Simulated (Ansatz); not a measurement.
Molecule: GaH2 (charge 0, doublet). 
Structure (B3LYP-D3(BJ)/def2-TZVP (Ansatz, an electronic-structure program) minimum search):
```
Ga
H 1 1.6011
H 1 1.6011 2 119.92
```
Charge 0, spin multiplicity 2.

Basis-set convergence of Hartree-Fock and CCSD(T) correlation energies (hartree) with Ansatz. Cores are frozen in the correlated levels unless marked. Open shells are spin-unrestricted. Spin-orbit coupling is left out. The frozen core is the preceding noble-gas configuration, with the filled d and f shells of earlier blocks. No relativistic terms.

| basis | functions | E(HF) | E(corr, CCSD(T)) |
|---|---|---|---|
| def2-SVPD | 54 | -1924.11213 | -0.07855 |
| def2-TZVPPD | 88 | -1924.36149 | -0.08750 |
| def2-QZVPPD | 161 | -1924.40185 | -0.09023 |

Extrapolating the two largest sets (X = 3 and 4) as X^-3: E(corr) = (64·(-0.09023) - 27·(-0.08750))/37 = -0.0922 Eh, an estimate of the basis-set limit. The largest set recovers 97.8 % of it, the smallest 85.2 %.
